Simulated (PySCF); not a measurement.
Computed properties of Si(Cl)2(NH2)2 (Cl₂H₄N₂Si), SMILES N[Si](N)(Cl)Cl

Si(Cl)2(NH2)2 (Cl2H4N2Si), SMILES N[Si](N)(Cl)Cl. The structure is a stationary point at B3LYP-D3(BJ)/def2-SVP. Other conformers were not sampled. All values are computed for the isolated molecule unless a solvent is named; none is compared with measurement here.

**Structure.** The optimised structure has C2 symmetry. All 21 harmonic modes at B3LYP-D3(BJ)/def2-SVP (PySCF) are real, so it is a minimum. With heavy atoms numbered as in [NH2:1][Si:2]([NH2:3])([Cl:4])[Cl:5], the shortest bond between them is Si2–N3 at 1.705 Å and the longest Si2–Cl4 at 2.083 Å.

**Vibrations.** The strongest infrared lines (harmonic, unscaled, degenerate partners summed) lie at 561 cm⁻¹ (224 km/mol, Si 58 %, Cl 31 %, H 9 %), 884 cm⁻¹ (170 km/mol, H 37 %, N 32 %, Si 31 %), 418 cm⁻¹ (163 km/mol, H 70 %, N 25 %). The softest mode is at 156 cm⁻¹ and the zero-point energy is 35.3 kcal/mol.

**Electronic structure.** CAM-B3LYP/def2-TZVP (PySCF) places the frontier levels at -9.44 and 1.35 eV, a gap of 10.79 eV, and gives a dipole moment of 2.38 D and a mean polarisability of 60.1 bohr³. PBE/def2-TZVP (PySCF) at the same geometry gives -6.55 and -0.39 eV, so its gap is 4.63 eV narrower. An orbital gap is neither the optical nor the fundamental gap.

**Excitations.** TDA-M06-2X/def2-SVPD (PySCF) has S1 at 7.19 eV (172 nm, f = 0.032, weak); the most intense of the 10 singlets computed lies at 8.25 eV (f = 0.10). T1 (TDA) is at 6.89 eV, 0.30 eV under S1. TDA-PBE/def2-SVPD (PySCF) puts S1 at 6.00 eV. No vertical singlet excitation falls in the visible range (under 3.1 eV).

**NMR.** GIAO shifts at B3LYP/pcSseg-1 (PySCF) (non-relativistic, atoms alike by connectivity averaged): ¹H at 1.5 ppm against TMS; ²⁹Si at -13.7 ppm against TMS. Without spin–orbit terms, shifts of atoms bonded to Cl or Br come out too high.
